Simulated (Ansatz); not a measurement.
Program: Ansatz. Geometries: PBE0-D4/def2-TZVP. ΔE: electronic, gas phase. CCSD(T)/CBS is the MP2 limit (def2-TZVPP, def2-QZVPP) plus CCSD(T) − MP2 in def2-TZVPP, frozen cores. This one scheme is used for every species. Functionals use def2-TZVPP. One conformer a species, not always the lowest.

Consider the ligand exchange at the Si–O bond: `O[Si](F)(Cl)O[SiH3]` + `CC#CS` → `CC#CS[SiH3]` + `O[Si](O)(F)Cl`.

`O[Si](F)(Cl)O[SiH3]`:

Z-matrix (Å, degrees):
```
Si
F 1 1.582
Cl 1 2.021 2 107.7
O 1 1.614 2 110.5 3 -117.0
O 1 1.605 2 107.8 3 120.5
H 4 0.959 1 118.6 2 -72.8
Si 5 1.646 1 147.8 2 -86.4
H 7 1.483 5 109.6 1 72.3
H 7 1.482 5 107.3 1 -168.2
H 7 1.483 5 109.6 1 -48.4
```

`CC#CS`:

```xyz
8

C    -0.750    0.041   -1.286
C    -0.008    0.129   -0.045
C     0.611    0.193    0.987
S     1.488    0.429    2.401
H    -0.537    0.906   -1.919
H    -1.829    0.010   -1.109
H    -0.470   -0.855   -1.845
H     1.495   -0.852    2.815
```

`CC#CS[SiH3]`:

Cartesian coordinates in Å:
```
C 1.443 -2.009 -0.519
C 0.887 -0.675 -0.615
C 0.424 0.436 -0.695
S -0.192 1.996 -0.845
Si -1.599 1.848 0.773
H 1.259 -2.580 -1.432
H 0.993 -2.555 0.314
H 2.523 -1.974 -0.351
H -2.574 0.765 0.503
H -0.885 1.581 2.045
H -2.279 3.167 0.821
```

`O[Si](O)(F)Cl`:

Cartesian coordinates in Å:
```
O -0.383 1.021 -0.810
Si -0.043 -0.312 0.044
O 1.165 0.016 1.060
F -1.342 -0.779 0.821
Cl 0.508 -1.876 -1.116
H -1.141 1.019 -1.396
H 1.236 0.911 1.398
```

```
             level  ΔE (eV)
           PBE0-D4     0.34
              PBE0     0.34
SCS-MP2/def2-TZVPP     0.49
CCSD(T)/def2-TZVPP     0.47
```

Q: What does CCSD(T)/CBS give? (Best estimate.)

A: The calculation gave: +0.45 eV. The listed levels differ from it by -0.11, -0.11, 0.04, 0.02 eV.

Largest T1 diagnostic among the species: 0.012.

In def2-TZVPP, CCSD(T) changes the Hartree–Fock value by −0.20 eV (the triples alone add −0.04 eV) and MP2 by −0.25 eV. From PBE to PBE0 (25 % exact exchange), in def2-TZVPP and without D4, ΔE moves by +0.05 eV.
